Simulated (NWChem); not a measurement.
BH3Se2; SMILES [SeH]B[SeH]

```xyz
6

B      0.0000     0.0000    -0.8466
H      0.0000     0.0000    -2.0482
Se    -1.6630     0.0000     0.1240
H     -2.5124     0.0000    -1.0763
Se     1.6630     0.0000     0.1240
H      2.5124     0.0000    -1.0763
```
Atoms are numbered in this order, from 1.

Results from NWChem. Pople sets run with spherical d functions. Structure relaxed at the PBE0/def2-SVP level. Vertical excitations in the gas phase.

### Question
Predict the results for Hartree-Fock/6-31G*, TDHF. Quantities: lowest excitation, singlet (eV); oscillator strength of that lowest state; lowest state with f > 0.02, singlet (eV); oscillator strength of that bright state; orbital gap (eV).

### Answer
```yaml
lowest excitation, singlet (eV): 6.13
oscillator_strength_of_that_lowest_state: 0.000
lowest state with f > 0.02, singlet (eV): 6.34
oscillator_strength_of_that_bright_state: 0.274
orbital gap (eV): 11.97
```
